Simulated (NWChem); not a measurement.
SiH2SOF2; SMILES O[Si](F)(F)S

```xyz
7

O      1.6359    -0.7518     0.1074
Si     0.0565    -0.3385     0.0554
F     -0.7954    -0.9953     1.2481
F     -0.5818    -0.9544    -1.2899
S     -0.1375     1.7471     0.2104
H      1.8834    -1.6182    -0.2325
H      0.9697     1.9528    -0.5369
```
Atoms are numbered in this order, from 1.

Level: PBE0/def2-SVP (NWChem), optimised geometry, unscaled harmonic frequencies. 

```
frequency (cm⁻¹)  IR intensity (km/mol)
----------------  ---------------------
107                                22.1
178                                24.9
213                                 9.6
251                                40.4
324                                47.1
329                                17.5
344                                87.8
547                                81.6
741                                17.4
778                               106.5
886                               252.9
961                               177.4
1012                              158.3
2720                                3.1
3920                              144.4
```

* **zero-point energy**: 19.0 kcal/mol
* **thermal correction to the enthalpy at 298.15 K (with zero-point energy)**: 23.9 kcal/mol
* **heat capacity Cv**: 22.1 cal/(mol K)
* **entropy at 298.15 K and 1 atm (symmetry number 1)**: 81.8 cal/(mol K)
* **dipole moment**: 2.28 D

Rigid rotor and harmonic oscillator.
